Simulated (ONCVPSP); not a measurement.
## Before and after: ONCV potential for manganese (Mn)

ONCVPSP 4.0.1 input, shortened (lines: element, Z, core and valence counts, functional; n l f; lmax; l rc ep ncon nbas qcut; lloc lpopt rc5 dvloc0; l nproj debl; icmod fcfact rcfact), LDA (Perdew-Zunger), fully relativistic:

```
  Mn 25.00    3    4        3      upf
    1    0    2.00
    2    0    2.00
    2    1    6.00
    3    0    2.00
    3    1    6.00
    3    2    5.00
    4    0    2.00
    2
    0    1.40    0.00    4    8    7.00
    1    0.85    0.00    4    9    9.10
    2    0.85    0.00    4    9   10.30
    2    5    0.85    0.00
    0    2    0.50
    1    2    0.80
    2    0    0.30
    0    0.00    0.00
```

Open shells are filled in proportion to 2j + 1.

In the p channel the program set the typed energies aside and used -1.986, 0.250 Ha (j = l + 1/2; the other j can differ).

Change: s: qcut 5.5; p: qcut 7.2; d: qcut 8.1.

Cutoffs: the cutoffs (Ha) at which the residual kinetic energy of the hardest occupied pseudo-wave falls to 1 and 0.1 mHa per electron; they do not see the model core or the augmentation charge, which bear on the density cutoff. Errors are all-electron minus pseudo energies relative to the spin-unpolarised reference configuration.

Predict the effect on cutoff, ghosts and configuration errors.

The potential gets harder (399 Ha and 458 Ha → 433 Ha and 557 Ha); both files keep a bound ghost (s); of the 4 tests that both files solve, the error grows in 1 and shrinks in 2 by more than 15 % and 0.3 meV (median size 2.3 → 1.6 meV).

| quantity | base | changed |
| --- | --- | --- |
| cutoff, loose | 399 Ha | 433 Ha |
| cutoff, tight | 458 Ha | 557 Ha |
| loose cutoff by channel | s 18 Ha, p 45 Ha, d 399 Ha | s 11 Ha, p 46 Ha, d 433 Ha |
| bound ghosts | s | s |
| GHOST(+) flags under 300 eV | none | none |
| largest miss of a reference level, eV | 0.07 | 0.07 |
| error for 3s2 3p6 3d5 4s1, meV [ΔE 8.65 eV] | +0.7 | +0.6 |
| error for 3s2 3p6 3d5 4s0, meV [ΔE 24.53 eV] | +3.5 | +2.6 |
| error for 3s2 3p6 3d4 4s0, meV [ΔE 57.34 eV] | -3.8 | -8.8 |
| error for 3s2 3p6 3d5 4s0 4p2, meV [ΔE 8.08 eV] | +1.1 | +0.4 |
| s: phases at 1.42 bohr within 0.05 rad from the reference energy up to (Ha; the scan ends near 5) | to the end of the scan | to the end of the scan |
| p3/2: phases at 0.86 bohr within 0.05 rad from the reference energy up to (Ha; the scan ends near 5) | to the end of the scan | to the end of the scan |
| p1/2: phases at 0.86 bohr within 0.05 rad from the reference energy up to (Ha; the scan ends near 5) | to the end of the scan | to the end of the scan |
| d5/2: phases at 0.86 bohr within 0.05 rad from the reference energy up to (Ha; the scan ends near 5) | to the end of the scan | 4.8 |
| d3/2: phases at 0.86 bohr within 0.05 rad from the reference energy up to (Ha; the scan ends near 5) | to the end of the scan | 4.6 |

Base: These tests converged, but a pseudo level misses the all-electron one widely, so the file describes the atom poorly there or has found another state: 3s2 3p6 3d5 4s0 4p2: empty 4s by 12.5 eV. Changed file: These tests converged, but a pseudo level misses the all-electron one widely, so the file describes the atom poorly there or has found another state: 3s2 3p6 3d5 4s0 4p2: empty 4s by 12.5 eV. A true bound ghost makes a file unfit for plane-wave use even where its test errors are small: the radial tests pick states by their node count and pass the ghost by.
